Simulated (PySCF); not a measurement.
O2Si, SMILES O=[Si][O] (connectivity only; charge and spin as stated), charge -1, multiplicity 2. Geometry: PBE0-D3(BJ)/def2-TZVPD. The isomer is the one that the SMILES or the coordinates give; other isomers of the formula were not compared.

These are PBE0-D3(BJ)/def2-TZVPD run with PySCF values and carry that method's errors.

Harmonic wavenumbers (cm⁻¹): 339, 951, 1228. Rotational constants (GHz): 112.3, 7.501, 7.031; symmetry number 2.

Work out the zero-point energy and the ideal-gas rigid-rotor harmonic-oscillator thermochemistry at 298.15 K and 1 atm.

ZPE = ½ Σ hcν = ½ × 2518 cm⁻¹ = 3.60 kcal/mol. H − E(el) = 6.24 kcal/mol. Entropy in cal/(mol K): translation 38.20, rotation 20.15, vibration 1.37, spin 1.38, total 61.09. G − E(el) = -11.97 kcal/mol. Cp = 10.17 cal/(mol K).
